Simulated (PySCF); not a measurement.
# Removing an electron from `CC(=O)N[BH2-][S+](C)C`

C4H12BNOS.
Z-matrix (Å and degrees, PBE0-D3(BJ)/def2-SVP geometry), rows numbered from 1:
```
C 
C   1  1.5143
O   2  1.2252  1  121.34
N   2  1.3506  1  116.58  3  -179.24
B   4  1.5028  2  123.99  1  -175.78
S   5  2.0174  4  108.20  2   -53.24
C   6  1.8004  5  100.38  4  -153.23
C   6  1.7972  5  104.56  4   103.25
H   1  1.1009  2  110.70  3  -120.81
H   1  1.1012  2  110.79  3   119.79
H   1  1.0958  2  108.98  3    -0.43
H   4  1.0112  2  116.83  1     6.44
H   5  1.2227  4  116.80  2    60.53
H   5  1.2207  4  111.60  2  -165.09
H   7  1.0974  6  107.41  5    73.39
H   7  1.0985  6  109.72  5  -167.44
H   7  1.0996  6  109.89  5   -45.54
H   8  1.0984  6  109.60  5   174.29
H   8  1.0986  6  109.50  5    51.86
H   8  1.0974  6  104.35  5   -66.06
```

Level: B3LYP/def2-SVPD (PySCF). Frontier orbitals with their largest atomic shares (Löwdin; up to four atoms above 4 %):

```csv
orbital,ε (eV),main atoms
HOMO−3,-8.40,"B5 32 %, H14 20 %, H13 13 %, O3 9 %"
HOMO−2,-7.96,"S6 43 %, B5 13 %, N4 8 %, C8 7 %"
HOMO−1,-6.84,"O3 68 %, C2 9 %, C1 9 %, N4 6 %"
HOMO,-6.62,?
LUMO,0.07,"S6 38 %, C7 14 %, H16 10 %, B5 7 %"
LUMO+1,0.27,"S6 17 %, B5 14 %, C1 12 %, H12 12 %"
LUMO+2,0.33,"S6 42 %, C8 13 %, H18 8 %, H19 7 %"
```

**Question.** What vertical ionisation energy does ΔSCF give, and how far is −ε(HOMO) from it?

**Answer.** ΔSCF: 8.59 eV (829 kJ/mol; threshold wavelength 144 nm); ⟨S²⟩ of the doublet left behind is 0.763, against 0.75 for a pure doublet. −ε(HOMO) is 6.62 eV, 1.97 eV below it. In exact Kohn–Sham theory the two would be equal; B3LYP (global hybrid, 20 % exact exchange) falls short of its own ΔSCF value by 23 %.

**Question.** On which atoms does the HOMO lie?

**Answer.** N4 (amide nitrogen) 35 %, O3 (amide oxygen) 18 %, S6 (sulfur bonded to B and 2 C) 12 %, B5 (four-coordinate boron) 10 %, so no atom holds as much as 40 %. The HOMO−1 lies 0.22 eV lower.

**Question.** With α = 101.2 au, estimate the like-pair dispersion coefficient by London's formula C6 = (3/4)α²I.

**Answer.** I = 0.3158 Eh, so C6 ≈ 2430 au; the Casimir–Polder integral at the same level gives 4120 au, 1.70 times as much.

**Question.** What total energies stand behind the ΔSCF value?

**Answer.** E(N) = -712.40887 Eh and E(N − 1) = -712.09307 Eh at the same geometry, 0.31580 Eh apart.

**Question.** Shift the occupied levels rigidly so that −ε(HOMO) equals the ΔSCF value. What binding energies result?

**Answer.** The shift is +1.97 eV: HOMO 8.59, HOMO−1 8.81, HOMO−2 9.93, HOMO−3 10.37 eV. A rigid shift is only a rough guide to the deeper ionisations.

The structure is a single PBE0-D3(BJ)/def2-SVP conformer in the gas phase; no vibrational or solvent corrections.
